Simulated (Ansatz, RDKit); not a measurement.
Pair of molecules: hydrogen isocyanide (SMILES [C-]#[NH+]) (first 3 atoms) with CH4O (SMILES CO); geometry from B3LYP-D3(BJ)/def2-TZVP, rigid monomers moved along the line of their centres of mass till H3···O5 is 1.58 Å.
(charge 0, multiplicity 1):
```xyz
9

C     -0.113    -0.629    -0.256
N     -0.137    -0.182     0.818
H     -0.167     0.199     1.766
C     -0.092    -0.362     4.236
O     -0.192     0.684     3.264
H      0.262     0.026     5.193
H      0.636    -1.074     3.853
H     -1.048    -0.874     4.376
H     -0.842     1.333     3.552
```

Monomers are frozen at their geometry in the pair; levels with a basis set take the counterpoise correction.

Correlated levels freeze the cores.

Run with Ansatz (Gaussian orbitals); RDKit for the force fields. Each number belongs to the level named beside it.

**Question.** One of these levels gives -356.7 meV for the interaction energy. Name it.
A) CCSD/aug-cc-pVDZ
B) MMFF94
C) HF/aug-cc-pVDZ

**Answer.** B, MMFF94. The others give -232.3 (HF/aug-cc-pVDZ), -275.3 (CCSD/aug-cc-pVDZ)

Ansatz is an electronic-structure program.
